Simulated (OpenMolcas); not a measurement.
**I2 (iodine): a line through the functionals**

The species is I2 (2 atoms), meant as a singlet with charge 0. SMILES: `II`. The coordinates come from a PBE0-D4/def2-TZVP relaxation.

The vertical energy of the triplet above the singlet y, in eV, basis def2-TZVPP with a core potential; a is the functional's share of exact exchange. Programs: OpenMolcas 26.06.

| functional | program | a | y (eV) |
| --- | --- | --- | --- |
| r2SCAN | OpenMolcas | 0 | 1.67 |
| BLYP | OpenMolcas | 0 | 1.71 |
| B3LYP | OpenMolcas | 0.2 | 1.79 |
| PBE0 | OpenMolcas | 0.25 | ? |
| BHLYP | OpenMolcas | 0.5 | 1.90 |

Question: Fit y = c + s·a to the known rows and predict PBE0.

Answer: 
1. Means of the 4 rows: a = 0.1750, y = 1.768.
2. Σ(Δa)² = 0.1675, Σ(Δa·Δy) = 0.07075, so the slope is 0.07075/0.1675 = 0.42239.
3. Intercept: 1.768 − (0.42239) × 0.1750 = 1.694. The largest residual of the fit is 0.024.
4. PBE0: 1.694 + (0.42239) × 0.25 = 1.80 eV.

The run gave 1.78 eV, so the prediction is off by +0.02 eV, within the scatter of the fit. Spin-orbit coupling is left out.
